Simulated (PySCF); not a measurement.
formamidinium (CH5N2), SMILES NC=[NH2+], charge +1.

The structure is a stationary point at PBE-D3(BJ)/def2-TZVP. Other conformers were not sampled.

Method: PySCF with PBE/def2-TZVPD.

Symmetry labels are those of the subgroup C2v that the program uses (full group C2v).

Computed valence orbital energies around the gap with their symmetry:
```
orbital  symmetry  energy (eV)
-------  --------  -----------
HOMO−7         B2       -28.72
HOMO−6         A1       -22.68
HOMO−5         A1       -20.73
HOMO−4         B2       -20.13
HOMO−3         B2       -18.40
HOMO−2         A1       -16.77
HOMO−1         B1       -16.23
HOMO           A2       -13.01
LUMO           B1        -7.41
LUMO+1         A1        -5.39
LUMO+2         A1        -4.66
LUMO+3         B2        -4.56
```
